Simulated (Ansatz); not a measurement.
Two members of one family (Si17H24 nanocrystal and its variants), computed with Ansatz in the gas phase. HOMO and LUMO are taken over both spins. Binding counts from free atoms in the multiplicity of their measured ground term, without zero-point energy. Sets without diffuse functions give affinities that are too small. The spins of the ions were chosen, not always searched. A dash marks a value that wasn't run or was left out as unsound. The structures are stationary points that may keep the symmetry of their start. Remarks come from the PBE and PBE0 runs and from stability tests at other levels; not every state was tested. A HOMO above zero means that the electron is unbound at that level and held by the basis, or that self-interaction error raises the level; the energy of removing that electron tells which. HOMO above LUMO (over both spins in singlets and doublets, within one spin in higher multiplets; at PBE or PBE0), or a gap under 0.15 eV within one spin, warns that the state may not be the lowest or that an electron is smeared out.

First: Si17H24 (singlet, charge 0, PBE-D4/def2-SVP geometry).

```xyz
41

Si   -1.9167    3.6808    1.6573
Si   -1.0319   -0.3651    2.9747
Si   -0.5079   -1.9948   -3.4790
Si   -0.3318   -2.8968    0.2477
Si   -1.2324    0.6762   -0.7810
Si    1.6197    2.0415    1.3772
Si    2.3507   -0.6230   -1.3123
Si    2.5512   -1.5107    2.4196
Si   -2.5012    2.6130   -0.3612
Si   -1.7993   -0.1045   -2.9288
Si   -1.6399   -1.0157    0.7957
Si    0.4112    4.0118    1.8240
Si    1.2109    0.3517    2.9617
Si   -0.9100   -3.6877   -1.8926
Si    1.7735   -1.4106   -3.4548
Si    1.9452   -2.3027    0.2853
Si    1.0446    1.2549   -0.7636
H    -2.6076    5.0216    1.7315
H    -2.3950    2.8505    2.8209
H    -1.1360   -1.5696    3.8779
H    -1.9460    0.7053    3.5137
H    -0.8848   -2.4940   -4.8551
H    -0.5700   -3.9739    1.2823
H     3.0996    2.3518    1.4087
H     3.8133   -0.2430   -1.2653
H     2.3581   -2.5993    3.4481
H     4.0063   -1.1094    2.4181
H    -3.9709    2.2664   -0.3558
H    -2.2524    3.5727   -1.4992
H    -3.2676   -0.4522   -2.9673
H    -1.5508    1.0011   -3.9260
H    -3.1030   -1.3906    0.7412
H     0.7522    4.5384    3.1964
H     0.8166    5.0528    0.8100
H     1.5862    0.8622    4.3340
H    -2.3687   -4.0727   -1.9191
H    -0.0909   -4.9085   -2.2292
H     2.6106   -2.6169   -3.8005
H     2.0357   -0.3399   -4.4847
H     2.7682   -3.5215   -0.0677
H     1.2613    2.3506   -1.7829
```

```csv
level,HOMO (eV),LUMO (eV),gap (eV),vertical IE (eV),vertical EA (eV),binding per atom (eV)
PBE-D4/def2-SVP,-6.20,-2.01,4.19,–,–,3.26
PBE-D4/def2-TZVP,-6.18,-2.14,4.04,7.79,0.78,3.26
r2SCAN-D4/def2-TZVP,-6.40,-2.02,4.38,–,–,3.27
PBE0-D4/def2-SVP,-7.17,-1.36,5.81,–,–,3.26
PBE0-D4/def2-TZVP,-7.11,-1.44,5.67,8.23,0.54,3.26
```

Remarks: HOMO above zero (-1 doublet), gap within one spin near zero at PBE or PBE0 (-1 doublet).

Second: Si17H25, interstitial H (doublet, charge 0, PBE-D4/def2-SVP geometry; oxidised ion singlet, reduced ion singlet).

```xyz
42

Si    3.1393    0.1812   -3.1229
Si    1.2186   -2.9076   -0.7784
Si   -0.4966    2.1338    3.3690
Si   -0.5120   -1.6350    2.3732
Si    1.1178    0.8852    0.2418
Si   -0.7254   -0.2277   -2.9358
Si   -2.5907    0.9679    0.2836
Si   -2.5636   -2.7435   -0.7221
Si    3.0157    1.4408   -1.1359
Si    1.3712    2.4814    1.9804
Si    1.3645   -1.3510    0.9789
Si    1.1101    0.2875   -4.3147
Si   -0.6733   -2.4242   -2.0926
Si   -0.4441   -0.0922    4.1573
Si   -2.4641    2.4677    2.1018
Si   -2.4680   -1.2499    1.0969
Si   -0.7579    1.3060   -1.1529
H     4.2547    0.7150   -3.9905
H     3.4587   -1.2509   -2.7852
H     1.0149   -4.2723   -0.1647
H     2.4786   -2.9451   -1.6050
H    -0.5138    3.0776    4.5535
H    -0.5773   -3.0468    2.9219
H    -2.0041   -0.0730   -3.7290
H    -3.9082    1.1433   -0.4429
H    -2.5855   -4.1683   -0.2257
H    -3.8201   -2.4973   -1.5219
H     4.2637    1.2664   -0.3043
H     2.8769    2.9040   -1.4762
H     2.6812    2.2505    2.6927
H     1.4002    3.8648    1.3776
H     2.6682   -1.4871    1.7325
H     1.1605   -0.6330   -5.5087
H     0.9395    1.6996   -4.8174
H    -0.7224   -3.3862   -3.2584
H     0.8029   -0.3124    4.9793
H    -1.6357   -0.3227    5.0567
H    -3.6611    2.2564    2.9985
H    -2.5118    3.8908    1.5998
H    -3.6630   -1.4880    1.9944
H    -0.6626    2.7229   -1.6745
H    -0.3758    0.5715    1.2697
```

Q: Estimate how these quantities change from the first to the second (second minus first).

A: 
| level | Δ HOMO (eV) | Δ LUMO (eV) | Δ gap (eV) | Δ vertical IE (eV) | Δ vertical EA (eV) | Δ binding per atom (eV) |
| --- | --- | --- | --- | --- | --- | --- |
| PBE-D4/def2-SVP | 1.06 | -2.35 | -3.41 | – | – | -0.07 |
| PBE-D4/def2-TZVP | 1.03 | -2.25 | -3.28 | -0.86 | 2.07 | -0.07 |
| r2SCAN-D4/def2-TZVP | 0.94 | -2.17 | -3.10 | – | – | -0.07 |
| PBE0-D4/def2-SVP | 1.01 | -2.41 | -3.42 | – | – | -0.08 |
| PBE0-D4/def2-TZVP | 1.00 | -2.30 | -3.30 | -1.01 | 2.33 | -0.07 |
